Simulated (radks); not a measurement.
Q: Os16+, configuration [Kr] 4d10 4f12 5s2. Method: scalar-relativistic Kohn-Sham, PBE, spin-polarised, spherical densities, finite nucleus; open shells are filled with parallel spins first (spin-orbit coupling, left out, can overturn this in heavy ions); Fermi nuclear charge, rms radius 5.4126 fm; computed with a radial shooting solver on a logarithmic mesh with Libxc functionals. Some entries of the table are withheld. Estimate them.

orbital,occ.,eigenvalue (eV),<r> (bohr),r(max) (bohr)
1s down,1,-74209.25,0.01774,0.01103
1s up,1,-74209.25,0.01774,0.01103
2s up,1,-13221.84,0.07490,0.06340
2s down,1,-13221.79,0.07490,0.06340
2p up,3,-11562.91,0.06727,0.05219
2p down,3,-11562.87,0.06727,0.05219
3s up,1,-3350.133,0.1938,0.1787
3s down,1,-3348.636,0.1938,0.1787
3p up,3,-2862.660,0.1944,0.1773
3p down,3,-2861.148,0.1944,0.1773
3d up,5,-2317.485,0.1761,0.1444
3d down,5,-2316.334,0.1760,0.1444
4s up,1,-979.9236,0.4287,0.4036
4s down,1,-977.3360,0.4289,0.4036
4p up,3,-818.4123,(1),0.4231
4p down,3,-815.9218,(2),0.4232
4d up,5,-617.7000,0.4779,(3)
4d down,5,-615.2658,0.4783,(4)
5s up,1,-395.1065,0.8900,0.8546
5s down,1,-393.9025,0.8917,0.8558
4f up,7,-393.1077,(5),0.3942
4f down,5,-390.6044,(6),0.3947

A: 
(1) 4p up <r> (bohr): 0.4542
(2) 4p down <r> (bohr): 0.4544
(3) 4d up r(max) (bohr): 0.4309
(4) 4d down r(max) (bohr): 0.4310
(5) 4f up <r> (bohr): 0.5040
(6) 4f down <r> (bohr): 0.5052
